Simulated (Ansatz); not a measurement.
Problem. Predict a relaxed structure of the cluster NaAu4⁻ (the lowest singlet isomer of a short search), charge -1, singlet, at PBE-D4/def2-SVPD (Ansatz).

Solution. 
```xyz
5

Na   -0.079   -1.180   -0.071
Au   -1.765    0.558   -1.851
Au   -0.153    1.754   -0.180
Au    0.465   -3.777    0.538
Au    1.531    2.645    1.565
```
Point group Cs (tolerance 0.1 Å). This is one stationary point.

In the def2 sets Au takes a core potential; there is no spin–orbit coupling. The structure comes from a short search, and lower isomers may exist.
